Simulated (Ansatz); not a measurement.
```yaml
crystal:
  periodic: [true, true, true]
  atoms:
    - {symbol: O, position_ang: [2.269174, 1.005633, -0.088345]}
    - {symbol: Al, position_ang: [1.568431, 0.224712, 0.288122]}
    - {symbol: Cl, position_ang: [2.169029, -1.230061, 1.679269]}
    - {symbol: O, position_ang: [0.127237, 0.113655, -0.100279]}
    - {symbol: Si, position_ang: [-1.706336, -0.507414, -0.029725]}
    - {symbol: H, position_ang: [2.178917, 1.968625, -0.369350]}
    - {symbol: H, position_ang: [-2.652823, 0.621219, -0.520815]}
    - {symbol: H, position_ang: [-1.825435, -1.370441, -1.280005]}
    - {symbol: H, position_ang: [-1.984917, -1.039573, 0.912166]}
basis:
  gaussian: {orbitals: STO-3G}
hamiltonian: {xc: {name: r2SCAN50}}
```

```sh
$ ansatz run in.yaml --threads 4 --pin off --events-out ev --progress --plain --max-ram 10444MiB
```

Output, abridged:

```
Error: YAML parse error: error: line 2 column 3: crystal: missing field `lattice` (a structure is typed as `lattice` and `atoms`, a molecule's as `atoms` in Å alone, or read from a run's directory, `checkpoint`)
 --> <input>:2:3
1 | crystal:
2 |   periodic: [true, true, true]
3 |   atoms:
4 |     - {symbol: O, position_ang: [2.269174, 1.005633, -0.088345]}
```

Q: Something in this input is off. What?

A: The molecule is marked periodic without a cell. The input was rejected before any iteration.
